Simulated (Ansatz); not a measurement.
Basis-set extrapolation for CH5FOSi, SMILES `C[SiH](O)F` (PBE0-D4/def2-TZVP geometry, frozen core, the Gaussian-basis code of Ansatz). Multiplicity 1, RHF reference.

```json
{"": "HF", "def2-TZVPP": "-504.262001", "def2-QZVPP": "-504.282134"}
{"": "MP2 correlation", "def2-TZVPP": "-0.791025", "def2-QZVPP": "-0.856629"}
{"": "CCSD(T) correlation", "def2-TZVPP": "-0.844337", "def2-QZVPP": "not run"}
```

Energies in hartree. Use E(X) = E(∞) + A·exp(−7.88·√X) for Hartree–Fock and E(X) = E(∞) + B·X^(−2.97) for correlation, with X = 3 and 4, and add CCSD(T) minus MP2 of the smaller set to the MP2 limit.

Q: What is the CCSD(T) energy at the basis-set limit?

A: HF limit: -504.282134 + (-0.020133) × 0.13774 = -504.28491. MP2 limit: -0.856629 + (-0.065604) × 0.74074 = -0.90522. Higher-order term: -0.844337 − (-0.791025) = -0.05331. Total: -505.24344 hartree, 3.73 eV below CCSD(T)/def2-TZVPP.
